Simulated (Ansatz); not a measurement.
Born–Oppenheimer molecular dynamics of ClH5O3Sn (10 atoms, charge 0, multiplicity 1). It starts at the highest image of a converged band. Of that band: Neighbouring images differ by up to 1.5 eV, so the band resolves the path poorly. A vibrational analysis at the climbing image gives one clearly imaginary mode, 935i cm⁻¹: a first-order saddle point.

These are results of RKS r2SCAN/def2-SVP in Ansatz, not measurements.

| Quantity | Value |
| --- | --- |
| ensemble | NVE (velocity Verlet) |
| time step | 0.5 fs |
| steps asked | 200 |
| starting velocities drawn for | 300 K |
| seed | 5026 |

First frame:

```xyz
10
Properties=species:S:1:pos:R:3
Sn 0.187 0.226 0.035
H 0.005 -0.133 1.938
O 1.871 -0.211 -0.888
H 1.735 -1.077 -1.309
O -0.982 1.719 -0.518
H -1.691 1.341 -1.064
O -0.829 -1.412 -0.491
H -1.492 -1.673 0.165
Cl 1.496 1.906 1.588
H 0.602 0.672 2.097
```

Task: How far do the bonds stretch over the last three quarters of this one trajectory? (Pairs bonded in most of those frames.)

Result: 
| bond | mean (Å) | spread (Å) | shortest | longest |
| --- | --- | --- | --- | --- |
| Sn1–H2 | 1.733 | 0.104 | 1.57 | 1.91 |
| Sn1–O3 | 1.982 | 0.020 | 1.96 | 2.02 |
| Sn1–O5 | 1.988 | 0.019 | 1.96 | 2.01 |
| Sn1–O7 | 2.016 | 0.037 | 1.95 | 2.07 |
| O3–H4 | 0.976 | 0.039 | 0.92 | 1.03 |
| O5–H6 | 0.970 | 0.007 | 0.96 | 0.98 |
| O7–H8 | 0.971 | 0.017 | 0.94 | 1.00 |
| Cl9–H10 | 1.294 | 0.030 | 1.25 | 1.35 |

Pairs bonded in part of these frames only: Sn1–Cl9 32 %.

Mean temperature of the second half: 870 K. The conserved energy stayed within 0.36 meV per atom of its start (net change 0.17 meV per atom), so the integration is sound. The kinetic energy rose, since the run started high on the potential surface and went downhill. It ends in pieces (ClH + H4O3Sn), so much of that is their flight and rotation, not heat. A run of 0.1 ps of so small a system gives no equilibrium averages. The orbitals stay closed-shell, which can raise the energy where a bond breaks towards radicals; this wasn't checked here.

Time of the run: 6.2 min on 4 threads of Arm Neoverse V2, with other jobs on the host, peak memory 0.18 GiB.
